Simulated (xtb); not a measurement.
C3H10NSi, SMILES [SiH3][N]C(C)C (connectivity only; charge and spin as stated), charge -1, multiplicity 1. All values are semi-empirical tight-binding results from xtb (GFN2-xTB unless named), good for trends rather than for accurate numbers. Geometry optimised at GFN2-xTB. The spin state was assumed, not searched. The isomer is the one that the SMILES or the coordinates give; other isomers of the formula were not compared. One conformer was computed; it need not be the lowest.

```json
{
  "orbital_gap": "5.31 eV",
  "zero_point_energy": "73.3 kcal/mol",
  "G − E(el) at 298.15 K (modified RRHO)": "53.6 kcal/mol",
  "static polarisability (D4 model)": "85.9 bohr³",
  "solvation energy, GFN2-xTB/ALPB(water)": "-58.4 kcal/mol",
  "solvation energy, GFN2-xTB/ALPB(methanol)": "-57.6 kcal/mol"
}
```
